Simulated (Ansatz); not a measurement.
Mulliken charges of FGaH₂OS, SMILES `[OH][Ga]([F])[SH]` from r2SCAN/def2-TZVPP in Ansatz (PBE0-D4/def2-TZVP geometry).

| atom | x (Å) | y (Å) | z (Å) | charge (e) |
| --- | --- | --- | --- | --- |
| O1 | -0.486 | 1.819 | -0.060 | -0.398 |
| Ga2 | 0.212 | 0.211 | 0.167 | 0.690 |
| F3 | 1.675 | 0.178 | 1.116 | -0.369 |
| S4 | -0.562 | -1.677 | -0.597 | -0.244 |
| H5 | -1.289 | 1.831 | -0.585 | 0.195 |
| H6 | 0.451 | -2.364 | -0.041 | 0.126 |

Task: By hand: the dipole of these point charges (1 e Å = 4.8032 D).

Result: Σ q r = (-0.336, -0.176, -0.246) e Å, of length 0.452 e Å = 2.17 D.

Task: How does the dipole of the full density compare? (Estimate.)

Result: Computed: (-0.350, -0.199, -0.259) e Å, 2.30 D; the point charges give 0.94 times that, at 2° from its direction.

Point charges leave out the atoms' own dipoles, such as those of lone pairs, and Mulliken's split depends on the basis, so the close match here is no proof of good charges.
